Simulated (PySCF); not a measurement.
**`CC(=S)[C@H]1CC[C@H]1C`, C7H12S**

Cartesian coordinates in Å; atom numbers follow the order of the lines, from 1:
```xyz
20

C     2.3276   -0.9996    0.3743
C     1.3233   -0.5188   -0.6179
S     1.1664   -1.2412   -2.0666
C     0.4787    0.6235   -0.1881
C    -0.3495    1.3852   -1.2333
C    -1.5827    1.2977   -0.3257
C    -0.8533    0.2723    0.5584
C    -1.3495   -1.1498    0.3772
H     2.7662   -1.9419    0.0566
H     1.8664   -1.1187    1.3547
H     3.1245   -0.2611    0.4768
H     1.0787    1.2954    0.4313
H    -0.4571    0.8155   -2.1534
H     0.0069    2.3849   -1.4711
H    -2.4917    0.9339   -0.7989
H    -1.8003    2.2301    0.1912
H    -0.8223    0.5180    1.6221
H    -0.7147   -1.8571    0.9075
H    -2.3616   -1.2362    0.7677
H    -1.3612   -1.4216   -0.6753
```

Level of theory: PySCF, TDDFT BHandHLYP/def2-SVPD circular dichroism and optical rotation, one conformer, gas phase. Geometry: GFN2-xTB.

The molecule is flexible and this is one conformer; a measurement averages over conformers.

Q: Draw the ECD and absorption spectra from the lowest 8 states, each a Gaussian of half-width 0.2 eV at 1/e height.

A: 
| E (eV) | λ (nm) | Δε (L mol⁻¹ cm⁻¹) | ε (L mol⁻¹ cm⁻¹) |
| --- | --- | --- | --- |
| 2.23 | 556 | 0.00 | 0 |
| 2.33 | 532 | +0.03 | 0.0593 |
| 2.43 | 510 | +0.17 | 0.341 |
| 2.53 | 490 | +0.61 | 1.19 |
| 2.63 | 471 | +1.29 | 2.52 |
| 2.73 | 454 | +1.66 | 3.24 |
| 2.83 | 438 | +1.29 | 2.52 |
| 2.93 | 423 | +0.61 | 1.19 |
| 3.03 | 409 | +0.17 | 0.341 |
| 3.13 | 396 | +0.03 | 0.0593 |
| 3.23 | 384 | 0.00 | 0 |
| 3.33 | 372 | 0.00 | 0 |
| 3.43 | 362 | 0.00 | 0 |
| 3.53 | 351 | 0.00 | 0 |
| 3.63 | 342 | 0.00 | 0 |
| 3.73 | 332 | 0.00 | 0 |
| 3.83 | 324 | 0.00 | 0 |
| 3.93 | 316 | 0.00 | 0 |
| 4.03 | 308 | 0.00 | 0 |
| 4.13 | 300 | 0.00 | 0 |
| 4.23 | 293 | 0.00 | 0 |
| 4.33 | 286 | 0.00 | 0 |
| 4.43 | 280 | 0.00 | 0 |
| 4.53 | 274 | 0.00 | 0 |
| 4.63 | 268 | 0.00 | 0 |
| 4.73 | 262 | 0.00 | 0 |
| 4.83 | 257 | 0.00 | 0 |
| 4.93 | 252 | 0.00 | 0.091 |
| 5.03 | 247 | 0.00 | 2.35 |
| 5.13 | 242 | -0.02 | 36.7 |
| 5.23 | 237 | -0.15 | 348 |
| 5.33 | 233 | -0.85 | 2000 |
| 5.43 | 228 | -2.95 | 6980 |
| 5.53 | 224 | -6.25 | 14800 |
| 5.63 | 220 | -8.02 | 19000 |
| 5.73 | 216 | -6.28 | 14800 |
| 5.83 | 213 | -3.34 | 6990 |
| 5.93 | 209 | -3.17 | 2160 |
| 6.03 | 206 | -8.92 | 1170 |
| 6.13 | 202 | -21.07 | 2580 |
| 6.23 | 199 | -33.15 | 4860 |
| 6.33 | 196 | -35.27 | 5710 |
| 6.43 | 193 | -25.82 | 4200 |
| 6.53 | 190 | -12.33 | 2120 |
| 6.63 | 187 | -0.55 | 1120 |
| 6.73 | 184 | +12.23 | 1270 |
| 6.83 | 182 | +28.03 | 2130 |
| 6.93 | 179 | +35.82 | 2900 |

Δε uses R in velocity form, ε uses f in length form. Only the states computed contribute, so the short-wavelength end is incomplete.
